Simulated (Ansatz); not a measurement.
Consider the ligand exchange at the Al–N bond: `C/C=C\[NH][AlH2]` + `N[SiH2][SiH3]` → `[AlH2][NH][SiH2][SiH3]` + `C/C=C/N`.

Program: Ansatz. Geometries: PBE0-D4/def2-TZVP. ΔE: electronic, gas phase. CCSD(T)/CBS adds triple-zeta CCSD(T) − MP2 to the extrapolated MP2 energy (def2 sets, frozen cores). This one scheme is used for every species. Double bonds are as drawn, so ΔE can hold a change between cis and trans. DFT in def2-TZVPP. Each species was taken in one conformer, which may not be the lowest.

```csv
level,ΔE (kJ/mol)
PBE,-3.8
MP2/CBS(def2),-2.0
```

(1) What does CCSD(T)/CBS give? (Estimate.)

Largest T1 diagnostic among the species: 0.013.

## Answers

(1) Computed: -3.9 kJ/mol. The listed levels differ from it by 0.1, 1.9 kJ/mol.

In def2-TZVPP, CCSD(T) changes the Hartree–Fock value by +3.2 kJ/mol (the triples alone add +0.3 kJ/mol) and MP2 by +5.1 kJ/mol.
